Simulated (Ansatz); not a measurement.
Molecule: C4H6N2Si, net charge 0, singlet state. 
Coordinates optimised at B3LYP-D3(BJ)/def2-TZVP (Ansatz, a program for electronic structure):
```
C
N 1 1.3457
C 2 1.3273 1 117.26
H 3 1.0847 2 117.29 1 -180.00
C 3 1.3929 4 120.88 2 180.00
N 5 1.3289 3 121.78 4 -180.00
C 6 1.3329 5 116.28 3 0.00
H 5 1.0846 6 117.31 7 -180.00
H 7 1.0847 6 116.54 5 180.00
Si 1 1.8852 2 116.15 3 -180.00
H 10 1.4791 1 109.62 2 -60.10
H 10 1.4791 11 109.49 1 -120.29
H 10 1.4819 11 109.66 12 -120.35
```
Charge 0, spin multiplicity 1.

Property: atomisation energy (electronic, to ground-state atoms), in eV. Valence correlation only, unless marked. UHF or UKS for open shells. No spin-orbit coupling. Non-relativistic unless marked X2C. The coupled-cluster limit lacks core correlation, which all-electron functionals hold. CBS(X,Y): correlation extrapolated as X^-3; Hartree-Fock from the larger set.

```json
[
 {"level": "HF/aug-cc-pV(D+d)Z", "program": "Ansatz", "atomisation energy (eV)": "38.90"},
 {"level": "PBE-D4/def2-TZVPD", "program": "Ansatz + dftd4", "atomisation energy (eV)": "59.32"},
 {"level": "revPBE-D4/def2-TZVPD", "program": "Ansatz + dftd4", "atomisation energy (eV)": "57.79"},
 {"level": "r2SCAN/def2-TZVPD", "program": "Ansatz", "atomisation energy (eV)": "57.14"}
]
```

### Question
Predict the CCSD(T)/CBS(cc-pV(T+d)Z,cc-pV(Q+d)Z) result (Ansatz).

### Answer
56.86 eV, so r2SCAN/def2-TZVPD differs from it by 0.28 eV.
